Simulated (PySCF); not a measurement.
Structure problem from calculated spectra and properties.

Elements present: B, C, F and H. Monoisotopic mass: 132.0922 u.

| Quantity | Value |
| --- | --- |
| UV, strongest line | among the 10 lowest singlet transitions: S5 at 7.42 eV (167 nm, f = 0.019) [TDDFT PBE0/def2-SVPD] |
| Valence photoelectron | vertical ionisation energy: 10.21 eV [ΔSCF PBE0/def2-SVPD] |
| Rotational structure | rotational constants A, B, C: 3.094, 1.005, 0.796 GHz [PBE0-D3(BJ)/def2-SVP] |
| NMR, other nuclei | isotropic shieldings of nuclei other than C and H, by class: 20 (1 B), 313 (1 F), 313 (1 F) ppm [GIAO B97-2/pcSseg-1] |
| Triplet | lowest triplet excitation (Tamm–Dancoff): 5.07 eV [TDA PBE0/def2-SVPD] |
| Polarisability | 83.5 au [PBE0/def2-SVPD] |
| XPS | B1s 195.8, C1s 290.2, C1s 290.5, C1s 290.6, C1s 290.6, C1s 290.7, C1s 295.3, F1s 692.7, F1s 692.9 eV [ΔSCF SCAN, pcX-2 on the ionised atom, pcseg-1 elsewhere, spin-free X2C] |
| 1H NMR | chemical shifts (computed TMS as zero) by class: 7.39 (1 H), 5.66 (1 H), 2.10 (1 H), 2.00 (1 H), 1.84 (1 H), 1.80 (1 H), 1.42 (1 H), 1.26 (1 H), 1.13 (1 H), 1.11 (1 H), 0.75 (1 H) ppm [GIAO B97-2/pcSseg-1] |
| Dipole | 2.75 D [PBE0/def2-SVPD] |
| 13C NMR | chemical shifts (computed TMS as zero) by class: 119.1 (1 C), 47.4 (1 C), 28.6 (1 C), 27.9 (1 C), 25.8 (1 C), 25.4 (1 C) ppm [GIAO B97-2/pcSseg-1] |

The electronic properties come from PySCF, for the isolated species, density fitting. Levels stand in brackets. The structure is a single PBE0-D3(BJ)/def2-SVP conformer in the gas phase; no vibrational or solvent corrections. NMR values are class means; diastereotopic atoms form classes of their own.

Problem. Which formula fits the mass and the elements?

Solution. C6H11BF2 (calculated 132.0922). No other formula that holds each of these elements comes within 0.0003 u with a fitting electron parity and a possible valence count.

Problem. Give a SMILES that accounts for the data.

Solution. Numbering: `[F:1][CH:2]([F:3])[C@@H:4]1[BH:5][CH2:6][CH2:7][CH2:8][CH2:9]1`. 6 carbons fall into 6 classes; from least to most shielded: CHF2 carbon [C2] (119.1 ppm), ring sp3 carbon bound to boron [C4] (47.4 ppm), ring CH2 carbon [C8] (28.6 ppm), ring sp3 carbon bound to boron [C6] (27.9 ppm), ring CH2 carbon [C9] (25.8 ppm), ring CH2 carbon [C7] (25.4 ppm). Hydrogen classes from least to most shielded: 1 H on a three-coordinate boron, B5 (7.39 ppm), 1 H on a CHF2 carbon, C2 (5.66 ppm), 1 H on an sp3 carbon bound to boron, C6 (2.10 ppm), 1 H on a ring CH2 carbon, C9 (2.00 ppm), 1 H on a ring CH2 carbon, C8 (1.84 ppm), 1 H on a ring CH2 carbon, C7 (1.80 ppm), 1 H on a ring CH2 carbon, C8 (1.42 ppm), 1 H on a ring CH2 carbon, C7 (1.26 ppm), 1 H on a ring CH2 carbon, C9 (1.13 ppm), 1 H on an sp3 carbon bound to boron, C4 (1.11 ppm), 1 H on an sp3 carbon bound to boron, C6 (0.75 ppm). The other shieldings belong to: 20 ppm, three-coordinate boron [B5]; 313 ppm, fluorine of a CF2 group [F3]; 313 ppm, fluorine of a CF2 group [F1]. The core levels belong to: B1s 195.8 eV, three-coordinate boron [B5]; C1s 290.2 eV, sp3 carbon bound to boron [C6]; C1s 290.5 eV, sp3 carbon bound to boron [C4]; C1s 290.6 eV, ring CH2 carbon [C7]; C1s 290.6 eV, ring CH2 carbon [C8]; C1s 290.7 eV, ring CH2 carbon [C9]; C1s 295.3 eV, CHF2 carbon [C2]; F1s 692.7 eV, fluorine of a CF2 group [F3]; F1s 692.9 eV, fluorine of a CF2 group [F1]. The first electron is taken from the HOMO, whose largest Löwdin shares are 0.18 on the three-coordinate boron, 0.16 on each of 2 atoms of one kind (sp3 carbon bound to boron) and 0.09 on a ring CH2 carbon. The optimised geometry has point group C1 and is an asymmetric top. Structure: `FC(F)[C@@H]1BCCCC1`. The assignments are read from this structure; whether some other isomer fits the data as well wasn't checked. The mirror image fits equally.
